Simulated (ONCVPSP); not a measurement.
**Zn: ONCV pseudisation with PBEsol, scalar-relativistic reference atom.**

```
Element                 : zinc
Generator               : ONCVPSP 4.0.1
Type                    : optimised norm-conserving Vanderbilt (ONCV)
Functional              : PBEsol
Relativity              : scalar-relativistic
Frozen core             : [Ar]
Valence charge          : 12
Reference configuration : 3d10 4s2
Partial waves           : 4s: rc 1.70 bohr, ncon 5, nbas 9, qcut 3.1 1/bohr, 2 projectors, debl 3.4 Ha; p scattering state at 0.23 Ha: rc 1.60 bohr, ncon 4, nbas 8, qcut 4.1 1/bohr, 2 projectors, debl 0.4 Ha; 3d: rc 0.85 bohr, ncon 4, nbas 9, qcut 21.7 1/bohr, 2 projectors, debl 1.3 Ha
Local potential         : polynomial inside 0.55 bohr (lpopt 4, dvloc0 0 Ha)
Core correction         : polynomial model core, fcfact 0.25
```

* Cutoffs needed: 154 Ha and 178 Ha (the cutoffs (Ha) at which the residual kinetic energy of the hardest occupied pseudo-wave falls to 1 and 0.1 mHa per electron)
* Ghost test: ghosts flagged at negative energy: s at -156.7 eV, p at -248.6 eV, p at -63.0 eV; GHOST(+) flagged for s at 192.6 eV; a true bound ghost makes a file unfit for plane-wave use
* Largest excitation error: -151 meV (all-electron minus pseudo) for 3d9 4s2, out of 4 test configurations
* rms error of d²Exc/dni dnj: 8.90 mHa without and 4.71 mHa with the model core
